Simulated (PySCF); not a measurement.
MoH₆: from structure and modes to constants

These are results of PBE0 in PySCF with Mo def2-TZVP with ECP28, H def2-TZVP; scalar-relativistic core potentials, no spin–orbit coupling; density-fitted integrals, not measurements.

The singlet minimum has C3v symmetry. Masses (u): Mo 97.90541, H 1.00782.

```xyz
7
charge 0 multiplicity 1, angstrom
Mo    0.0000    0.0000   -0.0307
H     0.9489    0.0000    1.2923
H    -0.4744    0.8218    1.2923
H    -0.4744   -0.8218    1.2923
H     1.6582    0.0000   -0.3013
H    -0.8291    1.4360   -0.3013
H    -0.8291   -1.4360   -0.3013
```

Harmonic wavenumbers (cm⁻¹): 709.4 (a1, ×1), 733.5 (e, ×2), 770.9 (a2, ×1), 864.9 (e, ×2), 927.1 (e, ×2), 1102.1 (a1, ×1), 1955.5 (e, ×2), 1966.8 (a1, ×1), 2094.8 (e, ×2), 2119.2 (a1, ×1).

Q: What is the harmonic zero-point energy?

A: Half the sum of all 15 wavenumbers, 19820/2 = 9910 cm⁻¹, which is 118.6 kJ/mol (1 cm⁻¹ = 0.0119627 kJ/mol).

Q: Find the vibrational entropy and heat capacity at 298.15 K.

A: With u = 1.43878 ω/T, each mode gives S = R[u/(eᵘ−1) − ln(1−e⁻ᵘ)] and C = R u² eᵘ/(eᵘ−1)².
| ω (cm⁻¹) | u | S (J/(mol K)) | C (J/(mol K)) |
| --- | --- | --- | --- |
| 709.4 | 3.424 | 1.23 | 3.39 |
| 733.5 (×2) | 3.540 | 1.12 | 3.21 |
| 770.9 | 3.720 | 0.97 | 2.93 |
| 864.9 (×2) | 4.174 | 0.67 | 2.30 |
| 927.1 (×2) | 4.474 | 0.52 | 1.94 |
| 1102.1 | 5.318 | 0.26 | 1.16 |
| 1955.5 (×2) | 9.437 | 0.01 | 0.06 |
| 1966.8 | 9.491 | 0.01 | 0.06 |
| 2094.8 (×2) | 10.109 | 0.00 | 0.03 |
| 2119.2 | 10.227 | 0.00 | 0.03 |
The sums over all modes are S = 7.1 and C = 22.7 J/(mol K); the softest mode gives 17 % of the entropy (each member, where degenerate).

Only a few start shapes were tried, so a lower isomer may exist.
